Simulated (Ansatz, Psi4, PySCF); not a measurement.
C3H5O, doublet, at a GFN2-xTB geometry. Base run: PySCF with REVPBE/STO-3G.

PySCF was given this input:
```python
from pyscf import gto, scf, dft

mol = gto.M(
    atom='''
O     0.253309    0.185265    1.342228
C     0.029683    0.074760    0.137911
C    -0.050627    1.204155   -0.721500
C    -0.176417   -1.273658   -0.516814
H    -0.094675   -2.061920    0.225998
H    -0.246583    1.097264   -1.773129
H     0.086963    2.191279   -0.316161
H     0.572085   -1.426964   -1.291670
H    -1.160096   -1.313318   -0.980454
''',
    basis='sto-3g',
    charge=0,
    spin=1,
    verbose=4,
)

mf = dft.UKS(mol)
mf.xc = 'revpbe'
mf.kernel()
```

The same geometry, method and basis name were run in Ansatz (a first-principles code) and Psi4 and PySCF, at each program's defaults and at the settings that a row names. The base is PySCF at its defaults. Differences at the defaults can come from grids, fitting, cores and function types together.

```json
[
 {"code and settings": "PySCF, defaults (exact integrals, its default grid, spherical functions)", "ΔE vs base (µEh)": "0.0", "basis functions": "25", "E (Eh)": "-189.96524", "SCF cycles": "12", "dipole (D)": "1.68"},
 {"code and settings": "Psi4, defaults (density fitting with its default set, its default grid, spherical functions)", "ΔE vs base (µEh)": "-1340", "basis functions": "25", "E (Eh)": "-189.96658", "SCF cycles": "11", "dipole (D)": "1.68"},
 {"code and settings": "Ansatz, defaults (factorised integrals, its default grid, spherical functions)", "ΔE vs base (µEh)": "0.8", "basis functions": "25", "E (Eh)": "-189.96524", "SCF cycles": "-", "dipole (D)": "-"},
 {"code and settings": "PySCF, density fitting with def2-universal-jkfit", "ΔE vs base (µEh)": "-1342", "basis functions": "25", "E (Eh)": "-189.96658", "SCF cycles": "12", "dipole (D)": "1.68"},
 {"code and settings": "PySCF, fine grid", "ΔE vs base (µEh)": "2.5", "basis functions": "25", "E (Eh)": "-189.96523", "SCF cycles": "12", "dipole (D)": "1.68"},
 {"code and settings": "Psi4, exact integrals, spherical functions, fine grid", "ΔE vs base (µEh)": "2.2", "basis functions": "25", "E (Eh)": "-189.96523", "SCF cycles": "13", "dipole (D)": "1.68"},
 {"code and settings": "Ansatz, high accuracy", "ΔE vs base (µEh)": "2.6", "basis functions": "25", "E (Eh)": "-189.96523", "SCF cycles": "-", "dipole (D)": "-"}
]
```

Open shells are given as the SCF converged; they aren't shown to be the lowest states, and a large step between rows can be another state.
